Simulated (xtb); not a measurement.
H2BO3, doublet, geometry from GFN2-xTB; GFN0-xTB run with xtb.

Input for xtb:
```
$ xtb mol.xyz --gfn 0 --uhf 1 --opt --json

# file mol.xyz
6

O      1.34790420    -0.49857345     0.00923664
B      0.12623520    -0.04669287     0.00086504
O     -0.94645583    -0.91561202    -0.00145748
O     -0.12278728     1.31111211    -0.00586961
H     -1.81315905    -0.50618699    -0.00774958
H     -1.04730568     1.56423828    -0.01185202
```

Output, abridged:

```
   ID    Z sym.   atoms
    1    8 O      1, 3, 4
    2    5 B      2
    3    1 H      5, 6

           -------------------------------------------------
          |                Calculation Setup                |
           -------------------------------------------------

           -------------------------------------------------
          |                 G F N 0 - x T B                 |
           -------------------------------------------------

          ...................................................
          :                      SETUP                      :
          :.................................................:
          :  # basis functions                  20          :
          :  # atomic orbitals                  20          :
          :  # shells                           12          :
          :  # electrons                        23          :
          :  electronic temp.          300.0000000     K    :
          :  accuracy                    1.0000000          :
          :  -> integral cutoff          0.2500000E+02      :
          :  -> integral neglect         0.1000000E-07      :
          ...................................................

         :::::::::::::::::::::::::::::::::::::::::::::::::::::
         ::                     SUMMARY                     ::
         :::::::::::::::::::::::::::::::::::::::::::::::::::::
         :: total energy             -12.262535936925 Eh    ::
         :: gradient norm              0.042973777110 Eh/a0 ::
         :: HOMO-LUMO gap              6.576578374128 eV    ::
         ::.................................................::
         :: H0 energy                -12.264016114254 Eh    ::
         :: repulsion energy           0.086440939078 Eh    ::
         :: electrostat energy        -0.050887505790 Eh    ::
         :: -> Gsolv                   0.000000000000 Eh    ::
         ::    -> Gsasa                0.000000000000 Eh    ::
         ::    -> Gshift               0.000000000000 Eh    ::
         :: dispersion energy         -0.000891021389 Eh    ::
         :: short-range corr.         -0.033182234569 Eh    ::
         :: add. restraining           0.000000000000 Eh    ::
         :: total charge              -0.000000000000 e     ::
         :::::::::::::::::::::::::::::::::::::::::::::::::::::

      -----------------------------------------------------------
     |                   =====================                   |
     |                        A N C O P T                        |
     |                   =====================                   |
     |               Approximate Normal Coordinate               |
     |                Rational Function Optimizer                |
      -----------------------------------------------------------
      -----------------------------------------------------------
     |                   =====================                   |
     |                        A N C O P T                        |
     |                   =====================                   |
     |               Approximate Normal Coordinate               |
     |                Rational Function Optimizer                |
      -----------------------------------------------------------

          ...................................................
          :                      SETUP                      :
          :.................................................:
          :   optimization level            normal          :
          :   max. optcycles                   200          :
          :   ANC micro-cycles                  20          :
          :   degrees of freedom                12          :
          :.................................................:
          :   RF solver                   davidson          :
          :   write xtbopt.log                true          :
          :   linear?                        false          :
[...]
 * total energy  :   -12.2625359 Eh     change        0.0000000E+00 Eh
 * total energy  :   -12.2639052 Eh     change       -0.1369217E-02 Eh
 * total energy  :   -12.2660633 Eh     change       -0.2158179E-02 Eh
 * total energy  :   -12.2664892 Eh     change       -0.4258482E-03 Eh
 * total energy  :   -12.2666031 Eh     change       -0.1139417E-03 Eh
 * total energy  :   -12.2666251 Eh     change       -0.2196582E-04 Eh
 * total energy  :   -12.2666341 Eh     change       -0.9006820E-05 Eh
 * total energy  :   -12.2666353 Eh     change       -0.1229388E-05 Eh
   *** GEOMETRY OPTIMIZATION CONVERGED AFTER 8 ITERATIONS ***
         :: total energy             -12.266635325015 Eh    ::
[...]
         :::::::::::::::::::::::::::::::::::::::::::::::::::::

           -------------------------------------------------
          |                Property Printout                |
           -------------------------------------------------

    * Orbital Energies and Occupations

         #    Occupation            Energy/Eh            Energy/eV
      -------------------------------------------------------------
         1        2.0000           -0.7011696             -19.0798
         2        2.0000           -0.6898285             -18.7712
         3        2.0000           -0.6765657             -18.4103
         4        2.0000           -0.5739652             -15.6184
         5        2.0000           -0.5453916             -14.8409
         6        2.0000           -0.4915267             -13.3751
         7        2.0000           -0.4796105             -13.0509
         8        2.0000           -0.4771097             -12.9828
         9        2.0000           -0.4403994             -11.9839
        10        2.0000           -0.4313460             -11.7375
        11        1.9998           -0.4272404             -11.6258
        12        1.0002           -0.4110046             -11.1840 (HOMO)
        13                         -0.1792778              -4.8784 (LUMO)
        14                         -0.1498726              -4.0782
        15                         -0.1137757              -3.0960
        16                          0.1102920               3.0012
        17                          0.1166711               3.1748
        18                          0.2813483               7.6559
        19                          0.3766344              10.2487
        20                          0.4539438              12.3524
      -------------------------------------------------------------
                  HL-Gap            0.2317268 Eh            6.3056 eV
             Fermi-level            0.0000000 Eh            0.0000 eV

     #   Z          covCN         q      C6AA      α(0)
     1   8 O        0.789    -0.227    18.473     5.766
     2   5 B        2.363     0.344    33.602    10.387
     3   8 O        1.594    -0.365    20.069     6.058
     4   8 O        1.594    -0.365    20.069     6.058
     5   1 H        0.806     0.307     0.700     1.314
     6   1 H        0.806     0.307     0.700     1.314

 Mol. C6AA /au·bohr⁶  :        423.584956
 Mol. C8AA /au·bohr⁸  :      10236.195662
 Mol. α(0) /au        :         30.897314

Wiberg/Mayer (AO) data.
largest (>0.10) Wiberg bond orders for each atom

 ---------------------------------------------------------------------------
     #   Z sym  total        # sym  WBO       # sym  WBO       # sym  WBO
 ---------------------------------------------------------------------------
     1   8 O    1.694 --     2 B    1.353     3 O    0.160     4 O    0.160
     2   5 B    3.242 --     1 O    1.353     3 O    0.942     4 O    0.942
     3   8 O    2.338 --     5 H    0.963     2 B    0.942     4 O    0.267
                             1 O    0.160
     4   8 O    2.338 --     6 H    0.963     2 B    0.942     3 O    0.267
                             1 O    0.160
     5   1 H    0.982 --     3 O    0.963
     6   1 H    0.982 --     4 O    0.963
 ---------------------------------------------------------------------------

Topologies differ in total number of bonds
Writing topology from bond orders to xtbtopo.mol

 dipole moment from electron density (au)
     X       Y       Z
  -3.3852   1.2521  -0.0232  total (Debye):    9.174

optimized geometry written to: xtbopt.xyz

           -------------------------------------------------
          | TOTAL ENERGY              -12.266635325015 Eh   |
          | GRADIENT NORM               0.000103978536 Eh/α |
          | HOMO-LUMO GAP               6.305607255393 eV   |
           -------------------------------------------------

normal termination of xtb
```
